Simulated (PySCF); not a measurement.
# State search for KCa

Unrestricted PBE0; PySCF, spin-free X2C with a Gaussian nucleus, basis sets K x2c-TZVPall, Ca x2c-TZVPall. Outer shells of the fragments: K 4s1; Ca 4s2.

Followed along the bond (rough minima from three points):

```json
{"2Ms+1": "2", "unpaired": "σ ↑", "⟨S²⟩ at the start": "0.77", "R at minimum (Å)": "4.27", "Te (eV)": "0.00"}
{"2Ms+1": "2", "unpaired": "π ↑", "⟨S²⟩ at the start": "0.81", "R at minimum (Å)": "3.63", "Te (eV)": "0.68"}
{"2Ms+1": "4", "unpaired": "σ ↑↑, π ↑", "⟨S²⟩ at the start": "3.75", "R at minimum (Å)": "4.03", "Te (eV)": "1.55"}
{"2Ms+1": "2", "unpaired": "δ ↑", "⟨S²⟩ at the start": "0.82", "R at minimum (Å)": "3.80", "Te (eV)": "1.75"}
```

Solutions found at the starting distance of 3.535 Å, counted from the lowest of them; the search is not exhaustive and high or unbound solutions are not listed, so other states can lie among these:

```csv
2Ms+1,unpaired,term,E (eV),⟨S²⟩,⟨Lz²⟩,μ (D)
2,σ ↑,²Σ⁺,0.00,0.77,0.00,-2.18
2,π ↑,²Π,0.49,0.81,1.03,-5.27
4,"σ ↑↑, π ↑",⁴Π,1.45,3.75,1.01,-3.28
2,δ ↑,²Δ,1.58,0.82,4.00,-3.79
4,"σ ↑, π ↑↑",⁴Σ⁻,1.92,3.75,0.00,-4.00
2,"σ ↑↑, π ↓",mixed,1.97,1.75,1.02,-2.67
4,σ ↑↑↑,⁴Σ⁺,2.30,3.75,0.00,-3.01
4,"σ ↑↑, δ ↑",⁴Δ,2.38,3.75,4.00,-1.74
2,"σ ↑, π ↑↓",mixed,2.43,1.75,2.04,-4.14
4,"σ ↑, π ↑↑",mixed,2.62,3.75,2.01,-7.26
2,"σ ↑↑, δ ↓",mixed,2.71,1.75,4.00,-2.04
```

A term symbol is given only where ⟨S²⟩ and ⟨Lz²⟩ are close to those of a pure state; real π, δ and φ orbitals otherwise mix terms. A positive dipole means K(−)Ca(+).

Question: Compare the gap between the two lowest followed solutions at the starting distance with the gap between their minima.

Answer: At PBE0 the second solution (doublet, unpaired electrons π ↑) lies +0.49 eV from the first (doublet, unpaired electrons σ ↑) at 3.535 Å and +0.68 eV at the minima; the two curves relax by different amounts, since their minima lie near 3.63 and 4.27 Å.

Counting both spins, an empty level lies below a filled one in some of these solutions, because spin and occupation are held.
